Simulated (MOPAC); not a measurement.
MOPAC input (PM6):

```
PM6 PRECISE GNORM=0.05 LET XYZ UHF MS=0.5 GEO-OK AUX(PRECISION=9) THREADS=1
BO2

B     0.00000000 1    0.00000000 1    0.00000000 1
O    -0.00000000 1   -0.00000000 1   -1.26121000 1
O     0.00000000 1    0.00000000 1    1.26121000 1
```

Output:

```
 *******************************************************************************
 **                                                                           **
 **                              MOPAC v23.2.5                                **
 **                                                                           **
 *******************************************************************************
 ** MOPAC's Digital Object Identifier: https://doi.org/10.5281/zenodo.6511958 **
 **                                                                           **
 ** Please cite the open-source release paper for use of this MOPAC version:  **
 ** J. E. Moussa and J. J. P. Stewart (2026)                                  **
 ** MOPAC: An open-source semiempirical molecular orbital program             **
 ** J. Open Source Softw., 11(119), 8025, https://doi.org/10.21105/joss.08025 **
 *******************************************************************************

                              PM6 CALCULATION RESULTS

 *******************************************************************************
 *  PM6        - The PM6 Hamiltonian to be used
 *  GEO-OK     - OVERRIDE INTERATOMIC DISTANCE AND OTHER SAFETY CHECKS
 *  UHF        - UNRESTRICTED HARTREE-FOCK CALCULATION
 *  MS=        - IN MECI, MAGNETIC COMPONENT OF SPIN =  0.5
 *  LET        - OVERRIDE SOME SAFETY CHECKS
 *  PRECISE    - TIGHTER CRITERIA TO BE USED
 *  XYZ        - CARTESIAN COORDINATE SYSTEM TO BE USED
 *  GNORM      - EXIT WHEN GRADIENT NORM DROPS BELOW 0.050
 *  AUX        - OUTPUT AUXILIARY INFORMATION
 *******************************************************************************
PM6 PRECISE GNORM=0.05 LET XYZ UHF MS=0.5 GEO-OK AUX(PRECISION=9) THREADS=1
 BO2

   ATOM   CHEMICAL          X               Y               Z
  NUMBER   SYMBOL      (ANGSTROMS)     (ANGSTROMS)     (ANGSTROMS)

     1       B          0.00000000  *   0.00000000  *   0.00000000  *
     2       O         -0.00000000  *  -0.00000000  *  -1.26121000  *
     3       O          0.00000000  *   0.00000000  *   1.26121000  *

          CARTESIAN COORDINATES

    NO.       ATOM           X           Y           Z

     1         B          0.0000      0.0000      0.0000
     2         O         -0.0000     -0.0000     -1.2612
     3         O          0.0000      0.0000      1.2612

 General Reference for PM6:
 "Optimization of Parameters for Semiempirical Methods V: Modification of NDDO Approximations
 and Application to 70 Elements", J. J. P. Stewart, J. Mol. Mod., 13, 1173-1213 (2007)
 URL: https://link.springer.com/article/10.1007/s00894-007-0233-4

           Empirical Formula: O2 B  =     3 atoms

      MOLECULAR POINT GROUP   :   D*h

          UHF CALCULATION, NO. OF ALPHA ELECTRONS =    8
                           NO. OF BETA  ELECTRONS =    7

          Geometry optimization using EF

          DIAGONAL MATRIX USED AS START HESSIAN

 CYCLE:     1  GRAD.:    11.903 HEAT: -59.04561
 CYCLE:     2  GRAD.:    70.795 HEAT: -57.20336
 CYCLE:     3  GRAD.:     1.164 HEAT: -59.09149
 CYCLE:     4  GRAD.:     0.147 HEAT: -59.09188
 CYCLE:     5  GRAD.:     0.002 HEAT: -59.09189

     GRADIENT =  0.00211 IS LESS THAN CUTOFF =  0.05000

 -------------------------------------------------------------------------------
 PM6 PRECISE GNORM=0.05 LET XYZ UHF MS=0.5 GEO-OK AUX(PRECISION=9) THREADS=1
 BO2

     GEOMETRY OPTIMISED USING EIGENVECTOR FOLLOWING (EF).
     SCF FIELD WAS ACHIEVED

                              PM6 CALCULATION
                                                       MOPAC v23.2.5 Linux

          FINAL HEAT OF FORMATION =        -59.09189 KCAL/MOL =    -247.24047 KJ/MOL

          COSMO AREA              =         68.92 SQUARE ANGSTROMS
          COSMO VOLUME            =         50.63 CUBIC ANGSTROMS

          GRADIENT NORM           =          0.00211          =       0.00122 PER ATOM
          IONIZATION POTENTIAL    =         11.459519 EV
          ALPHA SOMO LUMO (EV)    =        -12.847  0.494
          BETA  SOMO LUMO (EV)    =        -11.460 -4.374
          NO. OF ALPHA ELECTRONS  =          8
          NO. OF BETA  ELECTRONS  =          7
          MOLECULAR WEIGHT        =         42.8088         POINT GROUP:  D*h

          MOLECULAR DIMENSIONS (Angstroms)

            Atom       Atom       Distance
            O     3    O     2     2.53347
            B     1    O     2     0.00000
            O     3    B     1     0.00000

          SCF CALCULATIONS        =          6

   ATOM   CHEMICAL          X               Y               Z
  NUMBER   SYMBOL      (ANGSTROMS)     (ANGSTROMS)     (ANGSTROMS)

     1       B          0.00000000  *   0.00000000  *  -0.00000000  *
     2       O         -0.00000000  *  -0.00000000  *  -1.26673266  *
     3       O          0.00000000  *   0.00000000  *   1.26673266  *

                             CARTESIAN COORDINATES

   1    B        0.000000000     0.000000000    -0.000000002
   2    O       -0.000000000    -0.000000000    -1.266732657
   3    O        0.000000000     0.000000000     1.266732659

           Empirical Formula: O2 B  =     3 atoms

      MOLECULAR POINT GROUP   :   D*h

          ALPHA EIGENVALUES
 -33.69592 -30.93155 -18.11017 -16.98673 -15.51423 -15.44191 -14.73486 -12.84714
   0.49447   1.27304   1.60470   4.33420

           BETA EIGENVALUES
 -31.17438 -28.31005 -16.99075 -14.62362 -14.17527 -13.29845 -11.45952  -4.37397
   1.05451   1.67916   2.24978   5.03855

              NET ATOMIC CHARGES AND DIPOLE CONTRIBUTIONS

  ATOM NO.   TYPE          CHARGE      No. of ELECS.   s-Pop       p-Pop
    1          B           0.451934        2.5481     0.86120     1.68686
    2          O          -0.225967        6.2260     1.84382     4.38215
    3          O          -0.225967        6.2260     1.84382     4.38215
 DIPOLE           X         Y         Z       TOTAL
 POINT-CHG.     0.000     0.000     0.000     0.000
 HYBRID         0.000    -0.000     0.000     0.000
 SUM            0.000    -0.000     0.000     0.000

          ATOMIC ORBITAL ELECTRON POPULATIONS

     Atom    s        px        py        pz
    1  B   0.86120   0.47822   0.52333   0.68532
    2  O   1.84382   1.76089   1.23834   1.38292
    3  O   1.84382   1.76089   1.23834   1.38292

                    (SZ)    =    0.500000
                    (S**2)  =    0.815096

          ATOMIC ORBITAL SPIN POPULATIONS

    Atom   Total    s     px     py     pz
         Atomic
    1  B -0.3676 -0.060 -0.059 -0.202 -0.047
    2  O  0.6838  0.017  0.029  0.601  0.036
    3  O  0.6838  0.017  0.029  0.601  0.036

 **********************
 *                    *
 * JOB ENDED NORMALLY *
 *                    *
 **********************

 == MOPAC DONE ==
```

The geometry given is a B3LYP-D3(BJ)/def2-TZVP minimum.
